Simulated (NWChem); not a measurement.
System: C4H4F2; SMILES C1([C@H](F)CC=1)F

NWChem input:

```
start job
memory heap 200 mb stack 900 mb global 1100 mb
geometry units angstroms noautosym nocenter noautoz
  F      0.780071     1.819648    -0.028479
  C     -0.008174     0.746760    -0.002612
  C     -1.299988     0.538591    -0.270206
  C     -1.192256    -0.949206     0.055275
  C      0.294879    -0.653133     0.450818
  F      1.253138    -1.344675    -0.267381
  H     -2.130662     1.171763    -0.557579
  H     -1.255169    -1.623868    -0.804130
  H     -1.830015    -1.320741     0.866017
  H      0.521684    -0.772259     1.516393
end
basis spherical
  * library def2-svp
end
dft
  xc b3lyp
  iterations 150
  mulliken
end
task dft energy
esp
  recalculate
  probe 0.07
  range 0.3
  factor 1.0
  spacing 0.02
end
task esp
```

Parts of the log:

```
             Northwest Computational Chemistry Package (NWChem) 7.3.0
             --------------------------------------------------------

                             Geometry "geometry" -> ""
                             -------------------------

 Output coordinates in angstroms (scale by  1.889725989 to convert to a.u.)

  No.       Tag          Charge          X              Y              Z
 ---- ---------------- ---------- -------------- -------------- --------------
    1 F                    9.0000     0.78007100     1.81964800    -0.02847900
    2 C                    6.0000    -0.00817400     0.74676000    -0.00261200
    3 C                    6.0000    -1.29998800     0.53859100    -0.27020600
    4 C                    6.0000    -1.19225600    -0.94920600     0.05527500
    5 C                    6.0000     0.29487900    -0.65313300     0.45081800
    6 F                    9.0000     1.25313800    -1.34467500    -0.26738100
    7 H                    1.0000    -2.13066200     1.17176300    -0.55757900
    8 H                    1.0000    -1.25516900    -1.62386800    -0.80413000
    9 H                    1.0000    -1.83001500    -1.32074100     0.86601700
   10 H                    1.0000     0.52168400    -0.77225900     1.51639300

 Effective nuclear repulsion energy (a.u.)     229.1692127916

                                 NWChem DFT Module
                                 -----------------

 Summary of "ao basis" -> "ao basis" (spherical)
 ------------------------------------------------------------------------------
       Tag                 Description            Shells   Functions and Types
 ---------------- ------------------------------  ------  ---------------------
 F                          def2-svp                 6       14   3s2p1d
 C                          def2-svp                 6       14   3s2p1d
 H                          def2-svp                 3        5   2s1p

            General Information
            -------------------
          SCF calculation type: DFT
          Wavefunction type:  closed shell.
          No. of atoms     :    10
          No. of electrons :    46
           Alpha electrons :    23
            Beta electrons :    23
          Charge           :     0
          Spin multiplicity:     1
          Use of symmetry is: off; symmetry adaption is: off
          Maximum number of iterations: 150
          AO basis - number of functions:   104
                     number of shells:    48
          Convergence on energy requested:  1.00D-06
          Convergence on density requested:  1.00D-05
          Convergence on gradient requested:  5.00D-04

              XC Information
              --------------
                         B3LYP Method XC Potential
                     Hartree-Fock (Exact) Exchange  0.200
                        Slater Exchange Functional  0.800 local
                    Becke 1988 Exchange Functional  0.720 non-local
              Lee-Yang-Parr Correlation Functional  0.810
                  VWN I RPA Correlation Functional  0.190 local

             Grid Information
             ----------------
          Grid used for XC integration:  medium
          Radial quadrature: Mura-Knowles
          Angular quadrature: Lebedev.
          Tag              B.-S. Rad. Rad. Pts. Rad. Cut. Ang. Pts.
          ---              ---------- --------- --------- ---------
          F                   0.50       49          11.0       434
          C                   0.70       49          10.0       434
          H                   0.35       45          11.0       434
          Grid pruning is: on
          Number of quadrature shells:   474
          Spatial weights used:  Erf1

      Superposition of Atomic Density Guess
      -------------------------------------

 Sum of atomic energies:        -351.08138089

      Non-variational initial energy
      ------------------------------

 Total energy =    -354.225332
 1-e energy   =    -937.237330
 2-e energy   =     353.842785
 HOMO         =      -0.279747
 LUMO         =       0.033484

     ---------------------------------------------
      Total Density - Mulliken Population Analysis
     ---------------------------------------------

    Atom       Charge   Shell Charges
 -----------   ------   -------------------------------------------------------
    1 F    9     9.36   1.99  1.14  0.76  3.42  2.04  0.01
    2 C    6     5.46   1.99  0.94  0.20  1.66  0.58  0.09
    3 C    6     6.33   1.99  0.98  0.48  1.99  0.85  0.04
    4 C    6     6.08   1.99  0.97  0.08  2.00  1.00  0.03
    5 C    6     5.63   1.99  0.94  0.25  1.67  0.72  0.07
    6 F    9     9.45   1.99  1.14  0.78  3.46  2.08  0.00
    7 H    1     0.92   0.67  0.23  0.02
    8 H    1     0.91   0.68  0.20  0.02
    9 H    1     0.91   0.68  0.20  0.02
   10 H    1     0.94   0.70  0.22  0.02

   convergence    iter        energy       DeltaE   RMS-Dens  Diis-err
 ---------------- ----- ----------------- --------- --------- ---------
 d= 0,ls=0.0,diis     1   -354.0752355758 -5.83D+02  1.81D-02  8.88D-01
 d= 0,ls=0.0,diis     2   -354.0329192228  4.23D-02  8.63D-03  1.53D+00
 d= 0,ls=0.0,diis     3   -354.1744781871 -1.42D-01  1.60D-03  4.79D-02
 d= 0,ls=0.0,diis     4   -354.1784427937 -3.96D-03  6.39D-04  4.50D-03
 d= 0,ls=0.0,diis     5   -354.1788552834 -4.12D-04  2.68D-04  1.38D-03
  Resetting Diis
 d= 0,ls=0.0,diis     6   -354.1790086737 -1.53D-04  7.22D-05  5.61D-05
 d= 0,ls=0.0,diis     7   -354.1790155004 -6.83D-06  1.83D-05  1.15D-06
 d= 0,ls=0.0,diis     8   -354.1790154228  7.76D-08  1.05D-05  1.91D-06
 d= 0,ls=0.0,diis     9   -354.1790156272 -2.04D-07  1.92D-06  5.40D-08

         Total DFT energy =     -354.179015627229
      One electron energy =     -940.692727056133
           Coulomb energy =      401.433150146447
    Exchange-Corr. energy =      -44.088651509106
 Nuclear repulsion energy =      229.169212791562

 Numeric. integr. density =       45.999999925988

                       DFT Final Molecular Orbital Analysis
                       ------------------------------------

 Vector   21  Occ=2.000000D+00  E=-3.348389D-01
              MO Center=  1.3D-01, -7.3D-01,  1.2D-01, r^2= 2.8D+00
   Bfn.  Coefficient  Atom+Function         Bfn.  Coefficient  Atom+Function
  ----- ------------  ---------------      ----- ------------  ---------------
    76      0.324027   6 F  pz               74      0.283144   6 F  px
   100      0.251339  10 H  s                46     -0.241611   4 C  px
    62      0.224376   5 C  pz               79     -0.225271   6 F  pz
    60      0.217305   5 C  px               77     -0.206190   6 F  px
    85     -0.162418   7 H  s                33     -0.156063   3 C  py

 Vector   22  Occ=2.000000D+00  E=-3.332909D-01
              MO Center=  3.9D-01, -4.1D-01,  4.5D-02, r^2= 2.7D+00
   Bfn.  Coefficient  Atom+Function         Bfn.  Coefficient  Atom+Function
  ----- ------------  ---------------      ----- ------------  ---------------
    75      0.363689   6 F  py               61      0.281766   5 C  py
    78     -0.263320   6 F  py               45     -0.230569   4 C  s
    46     -0.220956   4 C  px               19     -0.209356   2 C  py
     5     -0.205826   1 F  py               74      0.180815   6 F  px
    49     -0.152208   4 C  px               16      0.150052   2 C  s

 Vector   23  Occ=2.000000D+00  E=-2.699430D-01
              MO Center= -6.0D-01,  4.8D-01, -1.2D-01, r^2= 2.4D+00
   Bfn.  Coefficient  Atom+Function         Bfn.  Coefficient  Atom+Function
  ----- ------------  ---------------      ----- ------------  ---------------
    34      0.380892   3 C  pz               20      0.351436   2 C  pz
    37      0.291400   3 C  pz                6      0.241316   1 F  pz
     9     -0.187794   1 F  pz               23      0.179472   2 C  pz
    90      0.149984   8 H  s                95     -0.140461   9 H  s
    96     -0.113638   9 H  s                48     -0.107033   4 C  pz

[...]

                     NWChem Electrostatic Potential Fit Module
                     -----------------------------------------

 Atom parameters

 Number of atoms is                                   10
 Number of basis functions is                        104

 Grid parameters

 Maximum number of grid points is                  39675
 Number of grid points is                          39674
 Grid range                                     0.300000 nm
 Grid spacing                                   0.020000 nm
 Probe radius                                   0.070000 nm
 Atom radius factor                             1.000000

 Atomic radii

    1    0.100000
    6    0.147000
    9    0.128000
 FASTESP  F
  using M.O. file = ./job.movecs

    Atom              Coordinates                           Charge

                                                  ESP

    1 F     0.078007    0.181965   -0.002848   -0.184449
    2 C    -0.000817    0.074676   -0.000261    0.218839
    3 C    -0.129999    0.053859   -0.027021   -0.258147
    4 C    -0.119226   -0.094921    0.005528   -0.044587
    5 C     0.029488   -0.065313    0.045082    0.340112
    6 F     0.125314   -0.134468   -0.026738   -0.285128
    7 H    -0.213066    0.117176   -0.055758    0.145988
    8 H    -0.125517   -0.162387   -0.080413    0.054341
    9 H    -0.183002   -0.132074    0.086602    0.021236
   10 H     0.052168   -0.077226    0.151639   -0.008205
                                            ------------
                                                0.000000

 Dipole moment                                  0.898014

 Quadrupole moment Qxx                         -0.659655
                   Qyy                         -3.550037
                   Qzz                          4.209691

 RMS deviation kJ/mol                           0.054153

 RRMS %                                        29.506995
```

Level: B3LYP/def2-SVP. All runs use the structure optimised with B3LYP/6-31G* (spherical d). B3LYP is NWChem's, with the RPA form of VWN correlation.
